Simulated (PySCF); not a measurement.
**What went wrong, or what changed?**

The sound run of [Dy(H2S)]3+ (singlet in the valence; each metal's 4f electrons, 9 of them, lie in its core potential, out of spins and levels) uses PySCF 2.14.0, RKS B3LYP, Dy lcecp-1-SVP with ECP55, S def2-SVP, H def2-SVP; non-relativistic Hamiltonian with scalar-relativistic core potentials where named; density fitting; no spin-orbit coupling, grid (50, 194), threshold 1e-8 and 55 cycles at the relaxed geometry. This run, with dm0 from free metal ions and neutral atoms, differs:

```python
mol = gto.M(atom='''
Dy     0.00000     0.01679    -0.39945
S      0.00000    -0.01848     2.36127
H      1.05030     0.73557     2.85115
H     -1.05030     0.73557     2.85115''',
    basis={'Dy': 'lcecp-1-SVP', 'S': 'def2-SVP', 'H': 'def2-SVP'},
    ecp={'Dy': 'lcecp-1-SVP'},
    charge=3, spin=12)
mf = dft.UKS(mol, xc='B3LYP')
mf.grids.atom_grid = (50, 194)  # f atoms: unpruned, at least (60, 302)
mf = mf.density_fit()  # fitting sets: Dy AutoAux, S def2-universal-JKFIT, H def2-universal-JKFIT
mf.conv_tol = 1e-08; mf.max_cycle = 79
mf.kernel(dm0)
mf.nuc_grad_method().kernel()
```

What was changed, and how did it end?

The spin was changed. It converged in 15 cycles, 89.938 eV from the sound run, largest force component 16.27 eV/Å. The cycle limit differs too. These settings are unsound on purpose: the numbers aren't the compound's.
```
init E= -411.756194875215
cycle= 1 E= -425.867672809201  delta_E= -14.1  |g|= 2.29  |ddm|=  5.9
cycle= 2 E= -418.55902373489  delta_E= 7.31  |g|= 1.94  |ddm|= 9.25
cycle= 3 E= -425.684299652954  delta_E= -7.13  |g|= 1.97  |ddm|= 8.67
cycle= 4 E= -429.71061137683  delta_E= -4.03  |g|= 1.41  |ddm|= 2.65
cycle= 5 E= -430.281445615885  delta_E= -0.571  |g|= 1.12  |ddm|= 0.79
...
cycle= 13 E= -431.709343340562  delta_E= -2.25e-06  |g|= 0.000171  |ddm|= 0.0175
cycle= 14 E= -431.709343444345  delta_E= -1.04e-07  |g|= 2.95e-05  |ddm|= 0.00393
cycle= 15 E= -431.709343449596  delta_E= -5.25e-09  |g|= 1.47e-05  |ddm|= 0.000405
Extra cycle  E= -431.70934345139  delta_E= -1.79e-09  |g|= 1.03e-05  |ddm|= 0.000159
converged SCF energy = -431.70934345139  <S^2> = 42.000675  2S+1 = 13.000104
```

Run from Python with OMP_NUM_THREADS=2; the lines above give its settings.
It took 2.5 s on 2 threads of Arm Neoverse V1, with other jobs on the host.

An lcecp potential fixes the number of 4f electrons, so in runs with it no electron can move into or out of that shell.
